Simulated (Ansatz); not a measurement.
`O[SiH](O)C[SiH](O)F`, relaxed with RKS PBE0-D4/def2-TZVP in Ansatz 0.2.0 from a PBE-D4/def2-SVP geometry. The force threshold is 0.005 eV/Å; the program also tests the step.

The species carries charge 0 and has multiplicity 1.

Start:

```xyz
14

O     0.193   -2.946   -0.338
Si   -0.503   -1.432   -0.478
O    -0.243   -0.860   -2.029
C     0.227   -0.171    0.743
Si   -0.290    1.599    0.455
O     0.560    2.743    1.316
F    -0.029    1.842   -1.173
H     1.047   -3.041   -0.797
H    -1.947   -1.659   -0.151
H    -0.121    0.111   -2.066
H    -0.027   -0.472    1.783
H     1.336   -0.225    0.653
H    -1.728    1.894    0.714
H     1.524    2.617    1.371
```

By how much does the energy fall, and how many steps does the optimiser take? (Estimate.)

Ansatz gave: 14.14 kJ/mol, in 13 steps.

Which bonds change most? (Estimate.)

The calculation gave: Si5–F7 from 1.667 to 1.615 Å; O1–Si2 from 1.672 to 1.636 Å; Si5–O6 from 1.665 to 1.631 Å; Si2–O3 from 1.673 to 1.641 Å.

Give the relaxed structure. (An estimate is asked.)

The calculation gave: 
```xyz
14

O     0.137   -2.902   -0.276
Si   -0.474   -1.398   -0.482
O    -0.148   -0.936   -2.022
C     0.268   -0.150    0.701
Si   -0.298    1.594    0.477
O     0.528    2.696    1.350
F    -0.109    1.912   -1.095
H     0.951   -3.109   -0.739
H    -1.926   -1.527   -0.215
H    -0.102    0.009   -2.189
H     0.051   -0.465    1.728
H     1.358   -0.184    0.576
H    -1.720    1.820    0.792
H     1.483    2.641    1.394
```
